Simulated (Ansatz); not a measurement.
HFSeZn (SMILES [F][Zn][SeH]), singlet, at a GFN2-xTB geometry (such geometries of metal compounds can be far from the true shape); CASSCF(4,3)/6-31G (Ansatz, a first-principles code).

Ansatz was given this input:
Ansatz 0.2 input:
```yaml
crystal:
  periodic: [false, false, false]
  atoms:
    - {symbol: Zn, position_ang: [0.87618509, -0.21829903, 0.36829765]}
    - {symbol: F, position_ang: [1.30075578, -1.87069444, 0.21639013]}
    - {symbol: Se, position_ang: [-1.08820505, 0.62834102, -0.38111328]}
    - {symbol: H, position_ang: [-0.99338304, 2.02162599, -0.03858938]}
basis:
  gaussian:
    orbitals: 6-31G
hamiltonian:
  xc: hf
magnetization: {spin_polarized: false}
correlation: {active_space: {window: {electrons: 4, orbitals: 3}}}
```

Q: Predict the main parts of the log of this Ansatz run.

A: 
```
Functional definition: HF
648 factors; integrals over basis functions are off by at most 8.3e-4 eV
mean field evaluation 1: about -116381.1142 eV, gradient 3.4e1 eV
mean field evaluation 2: about -116381.1675 eV, gradient 3.4e1 eV
mean field evaluation 4: about -116383.6162 eV, gradient 1.9e0 eV
mean field evaluation 8: about -116383.6380 eV, gradient 3.6e-1 eV
mean field -116383.63860487 eV, -4277.0198310654 hartree, gradient 1.3e-6 eV, S^2 0.000000; 0 other end points of the search recorded, 0 dependent functions left out
reference -116383.63860487 eV, -4277.0198310654 hartree; 37, 37 occupied and 32, 32 virtual orbitals, 648 factors
state -116384.14242102 eV, -4277.0383459675 hartree
Total energy: -116384.14242102 eV, -4277.0383459675 hartree
```
